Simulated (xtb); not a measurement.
FGeH5N2, SMILES [NH2][GeH]([NH2])[F]. All values are semi-empirical tight-binding results from xtb (GFN2-xTB unless named), good for trends rather than for accurate numbers. Geometry: GFN2-xTB. The structure was generated by enumeration, and PubChem lists no compound with its InChIKey, so it may never have been made. One conformer was computed; it need not be the lowest.

For metal compounds this method's bond lengths and energies can be far off.

Computed properties:
The orbital gap is 7.53 eV. The zero-point energy comes out as 36.2 kcal/mol. The G − E(el) at 298.15 K (modified RRHO) is 17.1 kcal/mol.
